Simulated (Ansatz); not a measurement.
Basis sets compared for W(NH)2(OH)2 (WN₂O₂H₄). Charge 0, multiplicity 1. Geometry PBE-D4/def2-SVP. Ansatz on 2 threads of AMD EPYC 7R43 on a shared host; times are rough, and most runs start from earlier orbitals.

```csv
atom,x (Å),y (Å),z (Å)
N1,-1.5717,-0.0986,0.6351
N2,0.3397,-0.6845,-1.5163
O3,1.2513,-0.8545,1.3035
O4,0.4612,1.9433,-0.0784
W5,0.0963,0.0613,0.0689
H6,-2.5576,-0.3672,0.5879
H7,0.0831,-1.2062,-2.3580
H8,0.9280,-1.0721,2.1964
H9,0.9696,2.2785,-0.8390
```

In the def2 sets W takes a core potential; there is no spin–orbit coupling. Another isomer (singlet) lies 1.21 eV lower at PBE0-D4/def2-TZVP; other spin states weren't run for this one.

```json
{"level": "PBE-D4/def2-SVP", "functions": "108", "energy (Eh)": "-329.1574", "HOMO (eV)": "-6.06", "LUMO (eV)": "-1.44", "wall time": "1.7 s"}
{"level": "PBE0-D4/def2-SVP", "functions": "108", "energy (Eh)": "-329.0767", "HOMO (eV)": "-7.47", "LUMO (eV)": "-0.69", "wall time": "2.1 s"}
```

(1) Estimate the rows for PBE-D4/def2-TZVP (with forces), PBE0-D4/def2-TZVP.

Results:

(1) 
| level | functions | energy (Eh) | HOMO (eV) | LUMO (eV) | wall time |
| --- | --- | --- | --- | --- | --- |
| PBE-D4/def2-TZVP (with forces) | 188 | -329.4911 | -6.22 | -1.61 | 3.5 s |
| PBE0-D4/def2-TZVP | 188 | -329.4118 | -7.58 | -0.82 | 3.7 s |
